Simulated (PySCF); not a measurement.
**Structure from NMR data**

The spectra below were simulated for a compound C$_{5}$H$_{7}$ClO$_{3}$Si.

$^{1}$H NMR (600 MHz, computed): δ 6.69 (s, 1H), 5.38 (m, 1H), 5.02 (m, 1H), 4.83 (m, 1H), 3.92 (s, 3H).

$^{13}$C{$^{1}$H} NMR (computed): δ 180.6 (C), 149.6 (CH), 117.2 (C), 70.1 (CH), 60.9 (CH3).

PySCF 2.14 calculation with NMR shieldings at PBE0/pcSseg-1/GIAO and geometry: GFN2-xTB; one averaged value for each set of equivalent atoms, single conformer, in vacuum, non-relativistic Hamiltonian.

δ = σ(ref) − σ, references computed at the same level: $^{1}$H, $^{13}$C against TMS.

Question: Which of these isomers gave the spectra?
A. C=C(C=O)[Si@H](Cl)OC(C)=O
B. CO/C=C(/Cl)[C@H]1OC(=O)[SiH2]1
C. CO/C=C(\Cl)[C@H]1OC(=O)[SiH2]1
D. C=C(C)[C@@H]1O[Si@H](Cl)OC1=O
E. C[SiH2]/C=C(\Cl)C(=O)OC=O

Answer: C. 

Rings plus π bonds: 3 (1 ring in the answer). 5 carbon signals for 5 carbons: no two carbons are equivalent. Carbon types of the structure: 2 × C, 2 × CH, 1 × CH3, leaving 2 H on heteroatoms. δC 180.6: carbonyl carbon. δC 149.6: alkene carbon bearing oxygen; an sp2 carbon further deshielded by the attached heteroatom. δC 117.2: β carbon of an enol-ether or enamine type C=C. δC 70.1: allylic sp3 CH bonded to O and Si; pulled downfield by the heteroatom. δC 60.9: methyl carbon bonded to O; the inductive effect lowers its shielding.

The others: C=C(C=O)[Si@H](Cl)OC(C)=O has carbons computed at 201.9, 178.1, 156.3, 155.9, 25.0, with a different DEPT pattern; CO/C=C(/Cl)[C@H]1OC(=O)[SiH2]1 has carbons computed at 182.2, 154.1, 127.3, 69.9, 59.4; C=C(C)[C@@H]1O[Si@H](Cl)OC1=O has carbons computed at 174.0, 151.1, 116.7, 80.7, 23.1, with a different DEPT pattern; C[SiH2]/C=C(\Cl)C(=O)OC=O would give 4 signals for carbon-bound and other non-exchanging H, not 5.

Carbons that carry Cl, above all several Cl atoms, come out too deshielded, partly because spin–orbit coupling is missing. Shifts are as computed. Against solution values, carbons near 30 ppm lie about +3 ppm off and those near 130 ppm about +5 ppm; carbons on Cl a further +6 ppm. Of 1211 compounds with measured shifts, 218 miss one by over three times the rms of a fit or turn the order of signals round; such compounds aren't used in these exercises. Multiplicities follow the n + 1 count of equivalent neighbours, as no J values were calculated; m marks all less simple cases, F and P coupling included.
